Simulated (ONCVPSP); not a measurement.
Varying the ONCV potential for mercury

Base potential:

* Element: Hg (Z = 80)
* Generator: ONCVPSP 4.0.1
* Type: optimised norm-conserving Vanderbilt (ONCV)
* Functional: PBE
* Relativity: scalar-relativistic
* Frozen core: [Kr] 4d10 4f14
* Valence charge: 20
* Reference configuration: 5s2 5p6 5d10 6s1 (charge +1)
* Partial waves: 5s+6s: rc 1.35 bohr, ncon 3, nbas 7, qcut 10.4 1/bohr, 2 projectors; 5p: rc 1.60 bohr, ncon 4, nbas 8, qcut 7.2 1/bohr, 2 projectors, debl 2.6 Ha; 5d: rc 1.75 bohr, ncon 4, nbas 9, qcut 9.5 1/bohr, 2 projectors, debl 3.8 Ha; f scattering state at 0.03 Ha: rc 1.65 bohr, ncon 4, nbas 9, qcut 7.5 1/bohr, 1 projector
* Local potential: polynomial inside 0.95 bohr (lpopt 5, dvloc0 2 Ha)
* Core correction: Teter function, fcfact 5.5, rcfact 1.65

In the p channel the program set the typed energies aside and used -2.779, 0.250 Ha.

Cutoffs, loose and tight: the cutoffs (Ha) at which the residual kinetic energy of the hardest occupied pseudo-wave falls to 1 and 0.1 mHa per electron. They do not see the model core or the augmentation charge, which bear on the density cutoff. Test errors are all-electron minus pseudo excitation energies from the reference, over the configurations 5s2 5p6 5d10 6s2; 5s2 5p6 5d10 6s0; 5s2 5p6 5d9 6s0; 5s2 5p6 5d9 6s2 6p1. A dash means not determined; rows that change the core or the reference have their own tests.

```csv
change,outcome,"cutoff, loose","cutoff, tight",bound ghosts,GHOST(+) flags above zero,largest test error (meV)
base,"generated, projector energies reset by the program",38 Ha,43 Ha,none,"s, p",-27
p: rc 1.48,"generated, projector energies reset by the program",38 Ha,43 Ha,none,s,-27
p: rc 1.62,"generated, projector energies reset by the program",38 Ha,43 Ha,none,"s, p",-27
p: rc 1.82,"generated, projector energies reset by the program",38 Ha,43 Ha,none,s,-27
p: rc 1.96,"generated, projector energies reset by the program",38 Ha,43 Ha,none,s,-27
p: rc 2.14,"generated, projector energies reset by the program",38 Ha,43 Ha,none,s,-27
p: rc 2.34,"generated, projector energies reset by the program",38 Ha,43 Ha,none,s,-28
```

What comes out with this change to the base: p: rc 1.32?

outcome: generated, projector energies reset by the program; cutoff, loose: 38 Ha; cutoff, tight: 111 Ha; bound ghosts: none; GHOST(+) flags above zero: s; largest test error (meV): -28.

What comes out with this change to the base: p: rc 1.08?

outcome: generated, projector energies reset by the program; cutoff, loose: 153 Ha; cutoff, tight: 181 Ha; bound ghosts: none; GHOST(+) flags above zero: s, p; largest test error (meV): -28.

Reading the sweep of the p radius (base included, trends over the rows without a ghost): The loose cutoff falls from 153 Ha at 1.08 to 38 Ha at 2.34 bohr. A larger radius leaves more room for a smooth pseudo-wave, so fewer plane waves are needed; a smaller one forces it to follow the all-electron wave where it bends sharply. The median size of the test errors (rows with all tests solved) stays near 11.9 meV.
